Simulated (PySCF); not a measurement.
# N(2+) (nitrogen, charge +2) across methods

[He] 2s2 2p1, 2P determinant. Computed with PySCF 2.14 in aug-cc-pVQZ, with no relativity, point nucleus.

```csv
method,E (hartree),mean ε 2s α (eV),mean ε 2s β (eV),mean ε 2p α (eV),Σ⟨r²⟩ (bohr²),⟨S²⟩
wB97M-V,-52.9721,-54.575,-52.407,-43.406,4.982,0.751
UHF,-52.81995,-58.754,-54.138,-48.033,4.970,0.754
PBE,-52.8941,-49.713,-47.783,-38.830,4.970,0.751
LDA,-52.4792,-49.573,-47.590,-38.579,5.003,0.751
B3LYP,-52.9645,-51.717,-49.383,-41.001,4.966,0.752
PBE0,-52.9060,-52.186,-49.706,-41.257,4.960,0.752
r2SCANh,-52.9327,-51.264,-48.792,-40.661,4.956,0.753
r2SCAN,-52.9311,-50.368,-48.083,-39.782,4.958,0.753
TPSS,-52.9792,-50.242,-48.033,-39.452,4.946,0.752
```
